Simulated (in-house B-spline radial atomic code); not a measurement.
Configurations of Cd IX (Cd8+), with energies counted from [Kr] 4d4. Method: Dirac-Hartree-Fock, average of configuration, Fermi nucleus of rms radius 4.6087 fm. Calculated with a B-spline radial code for spherical atoms. Energies include first-order Breit, QED and recoil terms.

Occupations are held fixed; configurations that lie above the ionisation limit could autoionise.

| configuration | E - E(ref) (eV) | highest orbital | its <r> (bohr) |
| --- | --- | --- | --- |
| [Kr] 4d3 7s1 | 109.14 | 7s1/2 | 4.648 |
| [Kr] 4d3 7p1 | 112.41 | 7p3/2 | 4.979 |
| [Kr] 4d3 6f1 | 113.79 | 6f7/2 | 4.534 |
| [Kr] 4d3 8s1 | 120.89 | 8s1/2 | 6.576 |
| [Ar] 3d10 4s2 4p5 4d4 6f1 | 179.77 | 6f7/2 | 4.522 |
| [Ar] 3d10 4s2 4p5 4d4 8f1 | 195.88 | 8f7/2 | 8.917 |
| [Ar] 3d10 4s2 4p5 4d4 8g1 | 197.6 | 8g7/2 | 9.396 |

(1) Order these further configurations by energy, lowest first.
A. [Kr] 4d3 6s1
B. [Ar] 3d10 4s2 4p5 4d4 8s1
C. [Ar] 3d10 4s2 4p5 4d4 6s1
D. [Kr] 4d3 8f1
E. [Ar] 3d10 4s2 4p5 4d5

(2) How far above the reference does [Kr] 4d3 5s1 lie?

(3) How far above the reference does [Kr] 4d3 6g1 lie?

(4) How far above the reference does [Ar] 3d10 4s2 4p5 4d4 5s1 lie?

Results:

(1) E (65.909 eV), A (87.895 eV), D (129.83 eV), C (153.9 eV), B (186.96 eV).

(2) 42.321 eV; its least bound orbital is 5s1/2 with <r> = 1.774 bohr.

(3) 117.98 eV; its least bound orbital is 6g7/2 with <r> = 4.788 bohr.

(4) 108.17 eV; its least bound orbital is 5s1/2 with <r> = 1.77 bohr.
